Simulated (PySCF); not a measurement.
C$_{3}$H$_{8}$BeS (SMILES C[CH](C)[Be][SH]), singlet, geometry from GFN2-xTB (such geometries of metal compounds can be far from the true shape). Base run: PBE/6-31G run with PySCF.

PySCF was given this input:
```python
from pyscf import gto, scf, dft, solvent

mol = gto.M(
    atom='''
Be    0.167706    0.254491    0.506781
C    -0.836465   -0.921342   -0.299502
C    -0.175982   -2.267306   -0.647420
C    -1.370583   -0.296006   -1.604925
H    -1.733743   -1.189056    0.274018
H    -0.880064   -2.906579   -1.182070
H     0.695221   -2.126134   -1.282519
H     0.140729   -2.790826    0.251404
H    -1.919058    0.622861   -1.408518
H    -2.046138   -0.991659   -2.104979
H    -0.560271   -0.066557   -2.293430
S     1.132150    1.754882    1.177629
H     1.816283    1.259798    2.187988
''',
    basis='6-31g',
    charge=0,
    spin=0,
    verbose=3,
)

mf = dft.RKS(mol)
mf.xc = 'pbe'
mf.kernel()
```

Variants of this job, named by their change:

| change | ΔE vs base (kcal/mol) | dipole (D) | HOMO-LUMO gap (eV) |
|---|---|---|---|
| base | 0.000 | 1.71 | 4.97 |
| model = IEF-PCM; solvent = n-hexane | -1.83 | 1.92 | 5.04 |
| model = ddCOSMO; solvent = water | -7.89 | 2.36 | 5.38 |
| model = IEF-PCM; solvent = water; lebedev_order = 11 | -5.44 | 2.34 | 5.20 |
| model = C-PCM; solvent = water | -5.65 | 2.35 | 5.22 |
| model = IEF-PCM; solvent = tetrahydrofuran | -4.43 | 2.21 | 5.16 |
| model = IEF-PCM; solvent = water; lebedev_order = 41 | -5.63 | 2.35 | 5.22 |
| model = IEF-PCM; solvent = water; vdw_scale = 1.0 | -12.32 | 2.68 | 5.46 |
| model = IEF-PCM; solvent = water; r_probe = 0.5 | -1.99 | 2.07 | 5.05 |
| model = COSMO; solvent = water | -5.61 | 2.35 | 5.22 |
| model = IEF-PCM; solvent = dimethylsulfoxide | -5.51 | 2.34 | 5.21 |
| model = IEF-PCM; solvent = water | -5.60 | 2.35 | 5.22 |

The base is the gas phase, so ΔE is the electrostatic part of solvation at a fixed geometry, without cavity and dispersion terms.
